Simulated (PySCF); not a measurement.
A search over the determinants of GeH

Unrestricted PBE0; basis Ge def2-TZVPPD, H def2-TZVPPD; no relativity; PySCF 2.14. Outer shells of the fragments: Ge 3d10 4s2 4p2; H 1s1.

Followed along the bond (rough minima from three points):

```csv
2Ms+1,unpaired,⟨S²⟩ at the start,R at minimum (Å),Te (eV)
2,π ↑,0.75,1.60,0.00
4,"σ ↑, π ↑↑",3.75,1.58,1.85
```

Solutions found at the starting distance of 1.480 Å, counted from the lowest of them; the search is not exhaustive and high or unbound solutions are not listed, so other states can lie among these:

```tsv
2Ms+1	unpaired	term	E (eV)	⟨S²⟩	⟨Lz²⟩	μ (D)
2	π ↑	²Π	0.00	0.75	1.01	0.22
4	σ ↑, π ↑↑	⁴Σ⁻	1.80	3.75	0.00	0.14
2	σ ↑, π ↑↓	mixed	2.54	1.76	2.02	0.24
2	σ ↓, π ↑↑	mixed	2.59	1.77	0.00	0.33
2	σ ↑	mixed	3.47	0.76	2.00	0.22
4	σ ↑↑, π ↑	⁴Π	6.31	3.75	1.01	0.79
2	π ↑	²Π	7.48	0.78	1.01	0.08
4	σ ↑, π ↑↑	mixed	8.27	3.76	2.00	0.17
4	σ ↑, π ↑, δ ↑	mixed	8.53	3.75	5.00	0.58
4	σ ↑, π ↑, δ ↑	mixed	8.56	3.75	4.97	0.53
```

A term symbol is given only where ⟨S²⟩ and ⟨Lz²⟩ are close to those of a pure state; real π, δ and φ orbitals otherwise mix terms. A positive dipole means Ge(−)H(+).

**Question.** Compare the gap between the two lowest followed solutions at the starting distance with the gap between their minima.

**Answer.** At PBE0 the second solution (quartet, unpaired electrons σ ↑, π ↑↑) lies +1.80 eV from the first (doublet, unpaired electrons π ↑) at 1.480 Å and +1.85 eV at the minima; the two curves relax by different amounts, since their minima lie near 1.58 and 1.60 Å.

Spin–orbit coupling is left out. Counting both spins, an empty level lies below a filled one in some of these solutions, because spin and occupation are held.
